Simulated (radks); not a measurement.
The numbers below are computed, except where a source is named.
Spherical quantum dot in the effective-mass picture: electrons in a well V = -V0 / (1 + exp((r - R)/a)) with V0 = 4.77, R = 8.57, a = 0.7, all in effective atomic units (hartree* = m*/eps^2 hartree, bohr* = eps/m* bohr), one dielectric constant everywhere. Level of theory: non-relativistic Kohn-Sham, LDA (Slater exchange, Perdew-Wang correlation), spin-polarised, spherical densities (a radial shooting solver with Libxc functionals). Levels are named by radial order and angular momentum (1s, 1p, 1d, 2s, ...), and open shells are averaged over m. Results are scaled to m* = 0.624 and eps = 16.8, for which hartree* = 60.16 meV and bohr* = 1.425 nm.

N = 4, configuration 1s2 1p(up 2, down 0). This is the lowest configuration that the search found. Occupied and some empty levels:

level,occupation,eigenvalue (meV),<r> (nm)
1s up,1,-243.14,6.256
1s down,1,-241.48,6.234
1p up,2,-239.21,6.836
1p down,0,-237.50,6.856
1d up,0,-233.28,7.289
1d down,0,-231.60,7.322
2s up,0,-226.03,5.378
1f up,0,-225.76,7.663
2s down,0,-224.95,5.369
1f down,0,-224.15,7.700

Energy (meV): total -1046.77, kinetic 27.653, external -1133.6, Hartree 94.403, exchange-correlation -35.174.

Electron density:

r (nm),n(r) (e/nm^3)
0.612,0.0008469
1.29,0.0009195
1.98,0.001041
2.66,0.001204
3.34,0.001394
4.02,0.001585
4.70,0.001737
5.38,0.001804
6.06,0.001743
6.75,0.001536
7.43,0.001206
8.11,0.0008197
8.79,0.0004679
9.47,0.0002154
10.2,0.00007616
10.8,0.00001979
11.5,3.634e-06
12.2,4.712e-07
12.9,4.465e-08
13.6,3.409e-09
